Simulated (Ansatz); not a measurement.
C2H6AlBO (`C=[C]([AlH2])BO`). Total charge 0; spin multiplicity 1.

```xyz
11

C     1.438   -0.082    0.367
C     0.133   -0.154    0.050
Al   -0.688   -1.900    0.291
B    -0.571    1.095   -0.540
O    -0.236    2.325   -0.070
H     1.999   -0.930    0.761
H     2.019    0.832    0.235
H    -2.189   -2.201   -0.131
H     0.215   -3.032    0.947
H    -1.409    1.010   -1.404
H    -0.711    3.035   -0.508
```

Task: What are the harmonic wavenumbers in cm⁻¹ at PBE0-D4/def2-TZVP (Ansatz, finite differences of forces, unscaled)? (Estimate.)

Result: Ansatz gave: 54, 141, 152, 206, 268, 390, 517, 539, 632, 667, 718, 785, 921, 936, 1022, 1044, 1161, 1193, 1387, 1466, 1627, 1908, 1918, 2549, 3086, 3159, 3886.

Task: Is this a minimum?

Result: Yes, all 27 modes are real.

Task: Give the ideal-gas thermochemistry at 298.15 K and 1 bar (rigid rotor, harmonic oscillator; point group C1, symmetry number 1).

Result: Zero-point energy 193.4 kJ/mol; H(298) − E = 215.2 kJ/mol; entropy 350.2 J/(mol·K), of which translation 164.1, rotation 111.8, vibration 74.3; G(298) − E = 110.8 kJ/mol. Modes under 100 cm⁻¹ are hindered rotations or soft bends, so the harmonic entropy is rough.

Task: Rotational constants (cm⁻¹)?

Result: 0.274, 0.07269, 0.05882.
